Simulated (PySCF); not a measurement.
Species: C₄H₁₁B.
SMILES with atom numbers: `[CH3:1][BH:2][CH2:3][CH2:4][CH3:5]` (hydrogens: H6, H7, H8 on C1; H9 on B2; H10, H11 on C3; H12, H13 on C4; H14, H15, H16 on C5)

Geometry (PBE0-D3(BJ)/def2-SVP, Å), atoms numbered from 1 in this order:
```xyz
16
C4H11B angstrom
C      2.296   -0.654   -0.200
B      1.507    0.431    0.602
C     -0.046    0.634    0.563
C     -0.893   -0.252   -0.342
C     -2.382    0.054   -0.281
H      3.168   -1.048    0.344
H      1.695   -1.484   -0.600
H      2.721   -0.113   -1.070
H      2.145    1.209    1.287
H     -0.378    0.541    1.619
H     -0.233    1.707    0.352
H     -0.542   -0.153   -1.385
H     -0.726   -1.311   -0.079
H     -2.964   -0.600   -0.949
H     -2.774   -0.081    0.741
H     -2.587    1.097   -0.573
```

Computed with PBE0-D3(BJ)/def2-SVP geometry optimisation, gas phase (PySCF).

Masses are those of the commonest isotopes; rigid-rotor values at the optimised geometry. The values belong to one conformer with, in the numbering `[CH3:1][BH:2][CH2:3][CH2:4][CH3:5]`, C1–B2–C3–C4 -2°, B2–C3–C4–C5 180°.

(1) What are A, B and C (cm⁻¹)?

(2) What kind of rotor is it?

(3) What does the inertial defect say?

(4) List the rotational levels J(Ka,Kc) to J = 3 (MHz).

(5) Which lines would a microwave search look for?

Results:

(1) Ia = 41.91, Ib = 223.89, Ic = 253.43 u·Å²; 505379 MHz·u·Å²/I gives 12059, 2257 and 1994 MHz, that is A = 0.40225, B = 0.07529, C = 0.06652 cm⁻¹.

(2) A near-prolate asymmetric top: κ = (2 × 2257 − 12059 − 1994)/(12059 − 1994) = -0.95.

(3) Not planar: Δ = Ic − Ia − Ib = -12.37 u·Å². For a rigid frame Δ = −2 Σ m c², so Σ m c² = 6.18 u·Å² lies off the ab plane, practically all of it from hydrogen. The atom farthest from that plane is 1.04 Å away.

(4) Above 0(0,0):
J = 1: 1(0,1) 4251, 1(1,1) 14053, 1(1,0) 14316
J = 2: 2(0,2) 12749, 2(1,2) 22293, 2(1,1) 23082, 2(2,1) 52488, 2(2,0) 52493
J = 3: 3(0,3) 25482, 3(1,3) 34649, 3(1,2) 36228, 3(2,2) 65242, 3(2,1) 65268, 3(3,1) 114912, 3(3,0) 114912
Those of J = 1 are B + C, A + C and A + B.

(5) The dipole components are |μa| = 0.18 D, |μb| = 0.39 D, |μc| = 0.08 D. Intensities carry the squares of the components, which stand as 0.20 : 1.00 : 0.04 (a : b : c). Some of the stronger lines:

| type | branch | J(Ka,Kc) | MHz | lower level (cm⁻¹) |
| --- | --- | --- | --- | --- |
| a | Q | 4(1,3) ← 4(1,4) | 2631 | 1.705 |
| a | R | 1(0,1) ← 0(0,0) | 4251 | 0.000 |
| a | R | 2(1,2) ← 1(1,1) | 8240 | 0.469 |
| a | R | 2(1,1) ← 1(1,0) | 8766 | 0.478 |
| b | Q | 3(1,2) ← 3(0,3) | 10746 | 0.850 |
| b | Q | 4(1,3) ← 4(0,4) | 11313 | 1.416 |
| a | R | 3(0,3) ← 2(0,2) | 12733 | 0.425 |
| a | R | 3(2,1) ← 2(2,0) | 12775 | 1.751 |
| b | R | 1(1,1) ← 0(0,0) | 14053 | 0.000 |
| a | R | 4(3,2) ← 3(3,1) | 17016 | 3.833 |
| a | R | 4(1,3) ← 3(1,2) | 17521 | 1.208 |
| b | R | 4(1,4) ← 3(0,3) | 25636 | 0.850 |
| b | Q | 4(2,2) ← 4(1,3) | 28573 | 1.793 |
| b | Q | 2(2,1) ← 2(1,2) | 30195 | 0.744 |
| b | R | 2(2,1) ← 1(1,0) | 38171 | 0.478 |
| b | R | 3(2,2) ← 2(1,1) | 42160 | 0.770 |
| b | R | 3(3,1) ← 2(2,0) | 62419 | 1.751 |
| b | R | 4(3,2) ← 3(2,1) | 66660 | 2.177 |
| b | R | 4(4,1) ← 3(3,0) | 86540 | 3.833 |

No PBE0-D3(BJ)/def2-SVP frequencies stand behind this structure, so it isn't proved a minimum. Constants of a rigid frame at the computed geometry: no zero-point averaging, no centrifugal distortion. A rigid rotor knows nothing of internal rotation, which can split or shift real lines. Quadrupole hyperfine structure (11B) is left out.
